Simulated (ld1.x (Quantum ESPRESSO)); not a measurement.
Varying the TM potential for tin (Sn)

Base potential:

ld1.x (Quantum ESPRESSO) 7.5 input, shortened:

```
&input
   title='Sn', zed=50., rel=1, dft='PBESOL', iswitch=3,
   config='[Kr] 4d10 5s1.5 5p2.5'
 /
 &inputp
   pseudotype=2, tm=.true., lloc=0,
   nlcc=.false.
 /
3
5P  2  1   2.50   0.00  2.55  2.55  0.0
4D  3  2  10.00   0.00  1.45  1.45  0.0
5S  1  0   1.50   0.00  2.05  2.05  0.0
 &test
   configts(1)='4d10 5s1.5 5p2.5'
 /
```

Cutoffs, loose and tight: the cutoffs (Ry, on a coarse ladder) from which the occupation-weighted sum of valence levels, in a spherical-Bessel basis at the reference potential, stays within 10 and 1 mRy of its value at 400 Ry. They do not see the model core or the augmentation charge, which bear on the density cutoff. Test errors are all-electron minus pseudo excitation energies from the reference, over the configurations 4d10 5s2 5p2; 4d10 5s2 5p1; 4d10 5s2 5p0; 4d10 5s1 5p2; 4d9 5s2 5p3; 4d10 5s1 5p0; 4d10 5s1 5p3. A dash means not determined; rows that change the core or the reference have their own tests.

A true bound ghost makes a file unfit for plane-wave use even where its test errors are small: the radial tests pick states by their node count and pass the ghost by. Where a test does run into it, the solver fails or the error is huge.

On the changes marked as counting shells twice: ld1.x takes every shell without a wave as core, so the model core holds the marked electrons as well and exchange and correlation see them twice. This cancels in the reference configuration, but the file is broken for other ones, and its errors say nothing about a proper core correction.

| change | outcome | cutoff, loose | cutoff, tight | bound ghosts | largest test error (meV) |
| --- | --- | --- | --- | --- | --- |
| base | generated | 90 Ry | 140 Ry | none | -320 |
| functional PW91 | generated | 90 Ry | 140 Ry | none | -322 |
| local potential the p channel | generated | 90 Ry | 140 Ry | none | -318 |
| fully relativistic | generated | 90 Ry | 140 Ry | none | -315 |
| wave 4d (bound): rc 1.45 bohr becomes 4d (bound): rc 1.70 bohr | generated | 80 Ry | 120 Ry | none | -288 |
| core [Ar] 3d10 4s2, valence charge 20; reference 4p6 4d10 5s2 5p2; waves now 5s (bound): rc 1.70 bohr; 4p (bound): rc 1.25 bohr; 4d (bound): rc 0.90 bohr; local potential all-electron potential smoothed inside 0.90 bohr (lloc = -1); core correction Bessel-smoothed model core inside 0.55 bohr (5p counted twice) | generated, misses its reference levels by 0.19 eV | 160 Ry | 300 Ry | s | -2849 over the solved tests; 4 of 7 tests not solved or not reliable |
| type PAW; waves now 5s (bound): rcut 1.80, rcutus 2.05 bohr; 5s channel at 1.05 Ry: rcut 1.80, rcutus 2.05 bohr; 5p (bound): rcut 2.20, rcutus 2.55 bohr; 5p channel at 0.3 Ry: rcut 2.20, rcutus 2.55 bohr; 4d (bound): rcut 1.25, rcutus 1.45 bohr; 4d channel at -0.4 Ry: rcut 1.25, rcutus 1.45 bohr; local potential all-electron potential smoothed inside 1.70 bohr (lloc = -2); core correction a·sin(br)/r model core, default radius (ld1.x builds one for every PAW set, though the input has nlcc=.false.); augmentation PSQ, inside the norm-conserving radii | generated | 70 Ry | 120 Ry | none | -55 |
| core correction a·sin(br)/r model core inside 1.48 bohr | generated | 90 Ry | 140 Ry | none | -339 |
| wave 5p (bound): rc 2.55 bohr becomes 5p (bound): rc 3.56 bohr | generated | 90 Ry | 140 Ry | none | -260 |
| reference 4d10 5s2 5p1 | generated | 90 Ry | 140 Ry | none | -331 |
